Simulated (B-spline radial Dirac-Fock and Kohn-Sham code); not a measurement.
# Ge²⁺: eigenvalues, ΔSCF and the reference

System: Ge²⁺, [Ar] 3d10 4s2.

The density-functional columns are spherical, spin-unpolarised Dirac-Kohn-Sham results without Breit or QED terms: −ε is minus the orbital energy of the initial state and ΔSCF the difference of two total energies. The reference in the last column comes from multi-electron Dirac-Fock with separately optimised hole states, Breit and Lamb-shift corrections added in first order. All numbers are from a B-spline atomic structure program, in eV; a selection of levels is shown. For the 1s level of heavy atoms much of the gap between ΔSCF and the reference is the Breit and QED part, -22.4 eV here; for other levels the error of the functional can be larger.

```csv
level,LDA −ε,LDA ΔSCF,PBE −ε,PBE ΔSCF,Dirac-Fock
K,10958.1,11155.4,10978.0,11175.9,11134.6
L1,1389.0,1420.7,1391.2,1422.7,1448.7
L2,1239.1,1278.0,1239.7,1278.5,1279.9
L3,1207.3,1245.2,1207.8,1245.6,1248.6
M1,187.8,200.3,188.4,201.0,215.5
M2,138.3,150.7,138.4,150.8,158.7
M3,134.0,146.3,134.1,146.4,154.5
M4,49.90,61.48,49.54,61.12,58.64
M5,49.31,60.85,48.95,60.49,58.09
N1,29.63,35.22,29.25,34.79,32.19
```

Task: Order the estimates of the K (1s) level by their distance from the Dirac-Fock value, nearest first.
A. LDA −ε
B. PBE −ε
C. LDA ΔSCF
D. PBE ΔSCF

Result: C (20.8 eV), D (41.3 eV), B (156.6 eV), A (176.5 eV).

For the outermost level NIST gives 34.0576 eV (measured); the differences from it are LDA −ε -4.43, LDA ΔSCF +1.16, PBE −ε -4.81, PBE ΔSCF +0.73, Dirac-Fock -1.87 eV.

Values without a named source are computed, but for edge energies of neutral atoms, which are taken from tables.
